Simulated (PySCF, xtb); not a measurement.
C2H5NO2Si, SMILES O=C/N=C/O[SiH3].

GFN2-xTB (xtb) at its own geometry gives an orbital gap of 3.65 eV and a dipole moment of 3.99 D.

The structure is a stationary point at r2SCAN-D4/def2-SVP. The structure was generated by enumeration; whether it is a known compound was not checked. One conformer was computed; it need not be the lowest.

What does PBE/def2-TZVP (PySCF) give? (Estimate from the structure and the level; the computed values follow.)

gap 3.46 eV (levels -6.17 and -2.71 eV), dipole 2.62 D.
